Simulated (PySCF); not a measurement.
Two-component Hartree-Fock for Ta⁵⁵⁺ (tantalum, charge +55)

Start: [Ar]. Calculated with PySCF 2.14 in an even-tempered Gaussian basis (17 s from 5.5 bohr⁻², ratio 2.6; 14 p from 7.2 bohr⁻², ratio 2.6; 5 d from 7.3 bohr⁻², ratio 2.8; 3 f from 110 bohr⁻², ratio 2.8): generalised Hartree-Fock with the X2C-1e Hamiltonian and a Gaussian nucleus; spin-orbit coupling (SO) screened by Boettger's factors.

```json
{"spinor shell": "1s1/2", "electrons": "2", "ε, screened SO (eV)": "-71733.6", "weight of nominal j (screened SO)": "1.000", "rms radius, screened SO (bohr)": "0.0211"}
{"spinor shell": "2s1/2", "electrons": "2", "ε, screened SO (eV)": "-15633.7", "weight of nominal j (screened SO)": "1.000", "rms radius, screened SO (bohr)": "0.0844"}
{"spinor shell": "2p1/2", "electrons": "2", "ε, screened SO (eV)": "-15123.5", "weight of nominal j (screened SO)": "1.000", "rms radius, screened SO (bohr)": "0.0717"}
{"spinor shell": "2p3/2", "electrons": "4", "ε, screened SO (eV)": "-13826.2", "weight of nominal j (screened SO)": "1.000", "rms radius, screened SO (bohr)": "0.0787"}
{"spinor shell": "3s1/2", "electrons": "2", "ε, screened SO (eV)": "-6081.5", "weight of nominal j (screened SO)": "1.000", "rms radius, screened SO (bohr)": "0.204"}
{"spinor shell": "3p1/2", "electrons": "2", "ε, screened SO (eV)": "-5871.5", "weight of nominal j (screened SO)": "1.000", "rms radius, screened SO (bohr)": "0.194"}
{"spinor shell": "3p3/2", "electrons": "4", "ε, screened SO (eV)": "-5539.8", "weight of nominal j (screened SO)": "1.000", "rms radius, screened SO (bohr)": "0.206"}
```

```csv
quantity,screened SO
E (hartree),-12556.18281
M_J,0
⟨J²⟩,0.000
⟨L²⟩,0.052
⟨S²⟩,0.052
```

Breit and QED terms are absent; they matter most for the inner s and p1/2 levels.

Densities and radii are taken from the X2C orbitals without a picture-change correction, which distorts them close to the nucleus.
